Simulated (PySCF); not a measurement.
C6H9NO.
Cartesian coordinates in Å at the PBE0-D3(BJ)/def2-SVP level; atoms count from 1:
```xyz
17
C6H9NO angstrom
C      3.7645   -1.0147    0.0376
C      2.3515   -0.9990    0.3792
C      1.1773   -0.9809    0.6794
C     -0.2439   -0.9773    1.0188
N     -1.0428   -0.1868    0.1120
C     -1.8039    0.8579    0.5519
C     -2.4914    1.6392   -0.5452
O     -1.9239    1.1281    1.7297
H      4.0935   -0.0328   -0.3369
H      3.9831   -1.7635   -0.7399
H      4.3785   -1.2574    0.9191
H     -0.6137   -2.0179    1.0624
H     -0.4073   -0.5396    2.0171
H     -0.9198   -0.3300   -0.8815
H     -3.1409    0.9842   -1.1460
H     -1.7514    2.0949   -1.2214
H     -3.0965    2.4290   -0.0862
```

Method: PBE0-D3(BJ)/def2-SVP geometry optimisation, gas phase in PySCF.

Masses are those of the commonest isotopes; rigid-rotor values at the optimised geometry. The values belong to one conformer with, in the numbering `[CH3:1][C:2]#[C:3][CH2:4][NH:5][C:6]([CH3:7])=[O:8]`, C3–C4–N5–C6 -122°, C4–N5–C6–C7 176°.

Problem. Give the principal moments of inertia and the rotational constants in cm⁻¹.

Solution. Ia = 95.87, Ib = 641.41, Ic = 674.25 u·Å²; 505379 MHz·u·Å²/I gives 5271, 787.9 and 749.5 MHz, that is A = 0.17583, B = 0.02628, C = 0.02500 cm⁻¹.

Problem. Classify the top.

Solution. A near-prolate asymmetric top. Ray's parameter κ = (2B − A − C)/(A − C) = -0.983; −1 is the prolate and +1 the oblate limit.

Problem. What does the inertial defect say?

Solution. Not planar: Δ = Ic − Ia − Ib = -63.03 u·Å². For a rigid frame Δ = −2 Σ m c², so Σ m c² = 31.51 u·Å² lies off the ab plane: 7.86 from hydrogen and 23.65 from heavier atoms. The atom farthest from that plane is 1.59 Å away.

Problem. Which types of transition are allowed, and where do some lines up to J = 4 fall?

Solution. The dipole components are |μa| = 1.85 D, |μb| = 2.73 D, |μc| = 1.93 D. Intensities carry the squares of the components, which stand as 0.46 : 1.00 : 0.50 (a : b : c). Some lines, for components of 0.1 D or more:

| type | branch | J(Ka,Kc) | MHz | lower level (cm⁻¹) |
| --- | --- | --- | --- | --- |
| c | Q | 1(1,1) ← 1(0,1) | 4483 | 0.051 |
| b | Q | 1(1,0) ← 1(0,1) | 4522 | 0.051 |
| a | R | 3(0,3) ← 2(0,2) | 4611 | 0.154 |
| c | R | 1(1,0) ← 0(0,0) | 6059 | 0.000 |
| a | R | 4(3,1) ← 3(3,0) | 6150 | 1.659 |
| c | R | 4(1,3) ← 3(0,3) | 10845 | 0.308 |
| b | Q | 3(2,2) ← 3(1,3) | 13623 | 0.454 |
| c | R | 3(2,2) ← 2(1,2) | 18178 | 0.302 |
| c | R | 4(2,2) ← 3(1,2) | 19546 | 0.462 |
| b | R | 4(2,2) ← 3(1,3) | 19776 | 0.454 |
| b | Q | 3(3,1) ← 3(2,2) | 22513 | 0.908 |
| c | R | 3(3,1) ← 2(2,1) | 27125 | 0.755 |
| b | R | 3(3,0) ← 2(2,1) | 27125 | 0.755 |

No PBE0-D3(BJ)/def2-SVP frequencies stand behind this structure, so it isn't proved a minimum. Constants of a rigid frame at the computed geometry: no zero-point averaging, no centrifugal distortion. A rigid rotor knows nothing of internal rotation, which can split or shift real lines. Quadrupole hyperfine structure (14N) is left out.
